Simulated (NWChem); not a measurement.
Molecule: CH₄F₃NSi; SMILES CN[Si](F)(F)F

```xyz
10

C     -0.0801     2.3855     0.0733
N      0.6680     1.1470     0.1323
Si     0.0311    -0.4025     0.0014
F     -0.6760    -0.9924     1.3161
F      1.2070    -1.4267    -0.3604
F     -1.1079    -0.4436    -1.1249
H     -0.2455     2.8387     1.0663
H     -1.0657     2.2028    -0.3790
H      0.4282     3.1270    -0.5637
H      1.6476     1.2411     0.3743
```
Atoms are numbered in this order, from 1.

Results from NWChem. Pople sets run with spherical d functions. STO-3G and 3-21G are far too small for this property and stand as cheap habits. Coordinates come from a PBE0/def2-SVP optimisation. Field at 589 nm.

```json
[
 {"level": "B3LYP/STO-3G", "isotropic polarisability (bohr³)": "19.7", "anisotropy (bohr³)": "8.0"},
 {"level": "B3LYP/6-31G*", "isotropic polarisability (bohr³)": "___", "anisotropy (bohr³)": "9.6"},
 {"level": "B3LYP/def2-SVP", "isotropic polarisability (bohr³)": "34.4", "anisotropy (bohr³)": "9.4"}
]
```

Q: Complete the blanks.

A: 
- B3LYP/6-31G*, isotropic polarisability (bohr³): 34.9
